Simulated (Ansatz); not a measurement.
The cluster Te9Pb8⁻, relaxed as a doublet with UKS PBE-D4/def2-SVP in Ansatz, starting from the GFN1-xTB geometry. Force threshold 0.03 eV/Å.

In the def2 sets Pb, Te take a core potential; there is no spin–orbit coupling. Single mean-field runs in def2-SVP are fitted with def2-universal-jkfit. Another isomer (doublet) lies 0.09 eV lower at PBE0-D4/def2-SVP; other spin states weren't run for this one.

Start:

Cartesian coordinates in Å:
```
Pb -1.761 0.238 1.789
Pb 3.404 -1.137 -3.912
Pb 2.212 -0.227 2.043
Pb 0.295 3.313 2.863
Pb 1.903 -3.524 -0.765
Pb -0.483 -0.985 -5.013
Pb 0.309 -0.072 -1.318
Pb -4.261 2.162 4.317
Te 1.313 2.062 0.430
Te 3.316 -0.964 -0.963
Te 1.126 -2.954 -3.512
Te -2.568 3.277 2.144
Te -2.412 -0.126 -2.820
Te 0.058 0.602 3.991
Te 1.394 1.076 -3.951
Te 0.185 -2.181 1.177
Te -4.032 -0.559 3.500
```

Q: Estimate the energy that the relaxation releases and the steps that it takes.

A: 167.8 kJ/mol, in 26 steps; 3.4 min on 2 threads of AMD EPYC 7R13 on a shared host and a share (18 GiB) of an NVIDIA H100 80GB HBM3. No frequencies were taken in this run, so the end may be a saddle point.

Q: Does the start keep its bonding and symmetry?

A: Bonds lost: Pb1–Te14, Pb3–Te10 (atoms count from 1). Bonds formed: Pb1–Te13, Pb8–Te14 (atoms count from 1).

Q: Predict the relaxed structure.

A: 
```xyz
17

Pb   -2.6881   -0.3393    0.5375
Pb    3.0419   -1.6435   -3.7961
Pb    2.2419    0.0927    2.3602
Pb   -0.0279    3.4719    2.6795
Pb    1.5919   -3.3651   -0.4815
Pb   -0.8924   -0.5960   -4.5973
Pb    0.7982    0.4530   -1.2664
Pb   -2.8808    1.1139    4.1903
Te    2.0142    2.5834    0.6536
Te    3.6693   -1.2245   -0.8386
Te    0.3499   -3.0593   -3.2474
Te   -2.6585    2.5397    1.5052
Te   -2.2634    0.8435   -2.3825
Te    0.2315    1.0697    4.5092
Te    1.6794    1.0144   -4.2641
Te   -0.0569   -1.6772    1.4280
Te   -4.1501   -1.2774    3.0104
```
Bond lengths (bridged metal pairs left out): 26 × Pb–Te 2.95 to 3.35 Å.
